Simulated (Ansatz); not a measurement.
Geometry optimisation, RKS r2SCAN-D4/6-31G (Ansatz).

input.yaml

```yaml
crystal:
  periodic: [false, false, false]
  atoms:
    - { symbol: O, position_ang: [-2.1483, 1.2777, -0.1744] }
    - { symbol: B, position_ang: [-1.5025, 0.0796, 0.1411] }
    - { symbol: C, position_ang: [-0.1624, -0.2834, -0.6006] }
    - { symbol: C, position_ang: [1.0866, -0.4045, 0.4186] }
    - { symbol: O, position_ang: [2.2017, -0.7724, -0.2533] }
    - { symbol: H, position_ang: [-1.832, 2.006, 0.4468] }
    - { symbol: H, position_ang: [-1.9287, -0.6516, 0.9495] }
    - { symbol: H, position_ang: [-0.223, -1.2284, -1.1352] }
    - { symbol: H, position_ang: [0.1164, 0.5267, -1.2823] }
    - { symbol: H, position_ang: [0.7752, -1.2119, 1.1816] }
    - { symbol: H, position_ang: [1.1405, 0.5399, 1.0021] }
    - { symbol: H, position_ang: [2.5533, 0.0671, -0.6599] }
basis:
  gaussian: { orbitals: "6-31G" }
hamiltonian:
  xc: r2scan
  dispersion: d4
relax:
  f_tol: 0.015
  max_steps: 40
```

Run as:

```bash
$ ansatz run input.yaml --threads 1 --pin off --max-ram 2048MiB --backend cpu --events-out ev --progress --plain --runs-dir out
```

**Question.** Where does it end, and by what steps?

**Answer.** The run converged. The force dipped under the threshold on the way, but the program's further checks kept it going. Limits of this set-up: no polarisation functions. After 20 steps the energy has fallen by 1.235 eV; H6 moved furthest, 1.31 Å.

```json
{"step": "0", "energy less start (eV)": "0.0000", "largest force component (eV/Å)": "5.100", "accepted": "yes"}
{"step": "1", "energy less start (eV)": "-0.4174", "largest force component (eV/Å)": "2.273", "accepted": "yes"}
{"step": "2", "energy less start (eV)": "-0.7383", "largest force component (eV/Å)": "1.261", "accepted": "yes"}
{"step": "3", "energy less start (eV)": "-0.7332", "largest force component (eV/Å)": "2.944", "accepted": "no"}
{"step": "4", "energy less start (eV)": "-0.8992", "largest force component (eV/Å)": "0.871", "accepted": "yes"}
{"step": "5", "energy less start (eV)": "-1.0386", "largest force component (eV/Å)": "1.110", "accepted": "yes"}
{"step": "6", "energy less start (eV)": "-1.1490", "largest force component (eV/Å)": "0.606", "accepted": "yes"}
{"step": "7", "energy less start (eV)": "-1.2095", "largest force component (eV/Å)": "0.083", "accepted": "yes"}
{"step": "8", "energy less start (eV)": "-1.2163", "largest force component (eV/Å)": "0.151", "accepted": "yes"}
{"step": "9", "energy less start (eV)": "-1.2203", "largest force component (eV/Å)": "0.082", "accepted": "yes"}
{"step": "10", "energy less start (eV)": "-1.2241", "largest force component (eV/Å)": "0.065", "accepted": "yes"}
{"step": "11", "energy less start (eV)": "-1.2278", "largest force component (eV/Å)": "0.033", "accepted": "yes"}
{"step": "12", "energy less start (eV)": "-1.2235", "largest force component (eV/Å)": "0.523", "accepted": "no"}
{"step": "13", "energy less start (eV)": "-1.2298", "largest force component (eV/Å)": "0.239", "accepted": "yes"}
{"step": "14", "energy less start (eV)": "-1.2313", "largest force component (eV/Å)": "0.198", "accepted": "yes"}
{"step": "15", "energy less start (eV)": "-1.2322", "largest force component (eV/Å)": "0.148", "accepted": "yes"}
{"step": "16", "energy less start (eV)": "-1.2342", "largest force component (eV/Å)": "0.032", "accepted": "yes"}
{"step": "17", "energy less start (eV)": "-1.2345", "largest force component (eV/Å)": "0.012", "accepted": "yes"}
{"step": "18", "energy less start (eV)": "-1.2348", "largest force component (eV/Å)": "0.047", "accepted": "yes"}
{"step": "19", "energy less start (eV)": "-1.2349", "largest force component (eV/Å)": "0.024", "accepted": "yes"}
{"step": "20", "energy less start (eV)": "-1.2349", "largest force component (eV/Å)": "0.009", "accepted": "yes"}
```

```xyz
12
Properties=species:S:1:pos:R:3
O -2.161 1.289 -0.313
B -1.342 0.338 0.265
C -0.017 -0.043 -0.478
C 1.123 -0.491 0.440
O 2.257 -1.037 -0.298
H -2.999 1.495 0.139
H -1.679 -0.182 1.300
H -0.249 -0.888 -1.153
H 0.302 0.787 -1.129
H 0.800 -1.312 1.086
H 1.449 0.340 1.087
H 2.592 -0.351 -0.911
```

Time of the run: 100 s on 1 thread of Arm Neoverse V1 (shared host), peak memory 0.16 GiB.
